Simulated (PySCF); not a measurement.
Working out the ionisation energy of Co+

Co+ [Ar] 3d8 (3F) → Co(2+) [Ar] 3d7 (4F). Calculation: PySCF 2.14, in aug-cc-pVDZ (7s6p4d2f, 59 functions); the non-relativistic Hamiltonian (point nucleus). Frozen: [Ar]. Energies in hartree (1 hartree = 27.21139 eV):

```
             part   Co+ (lower)  Co(2+) (upper)
              UHF  -1381.135031    -1380.605944
MP2 opposite-spin     -0.149258       -0.084099
    MP2 same-spin     -0.094306       -0.067191
```

Q: What does Hartree-Fock give?

A: (-1380.605944) − (-1381.135031) = 0.529087 hartree = 14.397 eV.

Q: What do MP2 and SCS-MP2 (6/5 opposite-spin, 1/3 same-spin) give?

A: The opposite-spin parts differ by 1.773 eV and the same-spin parts by 0.738 eV. MP2: 14.397 + (1.773) + (0.738) = 16.908 eV. SCS-MP2: 14.397 + 1.2 × (1.773) + (0.738)/3 = 16.771 eV.

Reference: 17.084 eV (measured; NIST Atomic Spectra Database, ionization energies), between the lowest levels; spin-orbit coupling is absent from the calculation.

The calculation is non-relativistic.

A double-zeta basis recovers only part of the correlation energy.

What remains against the reference includes basis incompleteness, the frozen core and correlation beyond second order.
